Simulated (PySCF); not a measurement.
PySCF input (M06-2X/6-31G* with LANL2DZ past Ar (5d)):

```python
from pyscf import gto, dft

mol = gto.M(
    atom='''
    Rb   -0.00000000   -0.00000000   -0.46082120
    F     0.00000000    0.00000000    1.89448715
    ''',
    basis={'default': '6-31g*', 'Rb': 'lanl2dz'},
    ecp={'Rb': 'lanl2dz'},
    charge=-1,
    spin=1,
    symmetry='C2v',
    verbose=4,
)

mf = dft.UKS(mol, xc='m062x')
mf.grids.level = 4
mf.conv_tol = 1e-9
mf.max_cycle = 100
mf.max_memory = 1500
mf.kernel()
if not mf.converged:
    mf = mf.newton()
    mf.kernel(mf.make_rdm1())
mf.dip_moment()
```

From the last part of the output:

```
alpha HOMO (A1) = 0.011959143234721  LUMO (B1) = 0.0921322967200647
beta  HOMO (A1) = -0.16548150149884  LUMO (A1) = 0.110898879157562
  HOMO = 0.0119591432347  LUMO = 0.0921322967201  gap/eV = 2.18162
cycle= 3 E= -123.585122153689  delta_E= -5.93  |g|= 0.102  |ddm|= 3.44
alpha HOMO (A1) = 0.0214988927353721  LUMO (B1) = 0.104994575688601
beta  HOMO (A1) = -0.0701850940721225  LUMO (A1) = 0.0424871655542742
  HOMO = 0.0214988927354  LUMO = 0.0424871655543  gap/eV = 0.57112
cycle= 4 E= -123.601831220032  delta_E= -0.0167  |g|= 0.0227  |ddm|= 0.316
alpha HOMO (A1) = 0.0212273093239559  LUMO (B1) = 0.1036932085614
beta  HOMO (A1) = -0.0864903245133473  LUMO (A1) = 0.0626693562801015
  HOMO = 0.021227309324  LUMO = 0.0626693562801  gap/eV = 1.12770
cycle= 5 E= -123.602562858609  delta_E= -0.000732  |g|= 0.00543  |ddm|= 0.0761
alpha HOMO (A1) = 0.0211015076608834  LUMO (B1) = 0.101177226587904
beta  HOMO (A1) = -0.0923979100731551  LUMO (A1) = 0.044134232886599
  HOMO = 0.0211015076609  LUMO = 0.0441342328866  gap/eV = 0.62675
cycle= 6 E= -123.6027544062  delta_E= -0.000192  |g|= 0.00303  |ddm|= 0.05
alpha HOMO (A1) = 0.0210677969867468  LUMO (B1) = 0.100026450203453
beta  HOMO (A1) = -0.0910425586139731  LUMO (A1) = 0.0512651805961424
  HOMO = 0.0210677969867  LUMO = 0.0512651805961  gap/eV = 0.82171
cycle= 7 E= -123.602786391372  delta_E= -3.2e-05  |g|= 0.00133  |ddm|= 0.0204
alpha HOMO (A1) = 0.021027994419057  LUMO (B2) = 0.0994876418604361
beta  HOMO (A1) = -0.0906178829895063  LUMO (A1) = 0.0502753412815768
  HOMO = 0.0210279944191  LUMO = 0.0502753412816  gap/eV = 0.79586
cycle= 8 E= -123.602789653163  delta_E= -3.26e-06  |g|= 0.000176  |ddm|= 0.00907
alpha HOMO (A1) = 0.02103091847238  LUMO (B1) = 0.0994405547251608
beta  HOMO (A1) = -0.0904826792687397  LUMO (A1) = 0.0505398022222403
  HOMO = 0.0210309184724  LUMO = 0.0505398022222  gap/eV = 0.80298
cycle= 9 E= -123.602789770708  delta_E= -1.18e-07  |g|= 5.04e-05  |ddm|= 0.00159
alpha HOMO (A1) = 0.0210283064660768  LUMO (B2) = 0.0994241990531587
beta  HOMO (A1) = -0.0904940496689357  LUMO (A1) = 0.0505829740751054
  HOMO = 0.0210283064661  LUMO = 0.0505829740751  gap/eV = 0.80422
cycle= 10 E= -123.602789782191  delta_E= -1.15e-08  |g|= 1.81e-05  |ddm|= 0.000435
alpha HOMO (A1) = 0.0210274179208541  LUMO (B1) = 0.0994137250233382
beta  HOMO (A1) = -0.0905099849810602  LUMO (A1) = 0.0505687083743016
  HOMO = 0.0210274179209  LUMO = 0.0505687083743  gap/eV = 0.80386
cycle= 11 E= -123.602789784272  delta_E= -2.08e-09  |g|= 5.22e-06  |ddm|= 0.000254
alpha HOMO (A1) = 0.0210274449616961  LUMO (B1) = 0.099412048983171
beta  HOMO (A1) = -0.0905086090637992  LUMO (A1) = 0.0505679697276924
  HOMO = 0.0210274449617  LUMO = 0.0505679697277  gap/eV = 0.80384
cycle= 12 E= -123.602789784316  delta_E= -4.43e-11  |g|= 6.75e-07  |ddm|= 3.06e-05
alpha HOMO (A1) = 0.0210275119836254  LUMO (B1) = 0.0994121547479356
beta  HOMO (A1) = -0.0905090831678352  LUMO (A1) = 0.050567334096784
  HOMO = 0.0210275119836  LUMO = 0.0505673340968  gap/eV = 0.80382
Extra cycle  E= -123.602789784316  delta_E= -4.55e-13  |g|= 6.13e-07  |ddm|= 3.23e-06
converged SCF energy = -123.602789784316  <S^2> = 0.7545283  2S+1 = 2.0045232

WARN: System has nonzero charge -1; the dipole moment is origin-dependent.
Location of origin: [0. 0. 0.]

Dipole moment(X, Y, Z, Debye):  0.00000,  0.00000,  0.37737
```

The dipole moment of an ion depends on the origin.
